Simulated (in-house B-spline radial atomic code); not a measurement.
**Ionising I6+ with different functionals**

Computed with a radial B-spline atomic code at the basis-set limit: four-component Dirac-Coulomb Hamiltonian, Fermi nucleus of rms radius 4.75 fm, spin-restricted, spherical fractional occupations for the functionals. The ionisation energy is the difference of two self-consistent energies, [Kr] 4d10 5s1 → [Kr] 4d10, without Breit or QED terms; ε is the level of the shell that loses the electron (mean over j).

Hybrids are left out here: with spherical fractional occupations of an open shell their exact exchange keeps a self-interaction that integer-occupation calculations don't have.

```csv
method,rung,ΔSCF (eV),-ε(5s) (eV)
LDA VWN5,LDA,88.67,82.27
relativistic LDA,LDA,88.55,82.16
LDA PW92,LDA,88.67,82.27
LDA exchange-only,LDA,87.20,80.78
PBE,GGA,88.23,81.69
PBEsol,GGA,88.07,81.64
BLYP,GGA,88.55,81.94
RPBE,GGA,88.04,81.40
PW91,GGA,88.37,81.80
BP86,GGA,88.04,81.77
AM05,GGA,87.99,81.63
OLYP,GGA,88.06,81.24
```

Q: How do they compare with the NIST value?

A: NIST lists 87.61 eV ± 0.06 (semi-empirical, ground level to ground level). Errors run from -0.41 to +1.06 eV; AM05 is closest (+0.38 eV), though others lie within the uncertainty of it, and part of that can be cancellation, since the calculations leave out Breit-QED terms, spin polarisation.
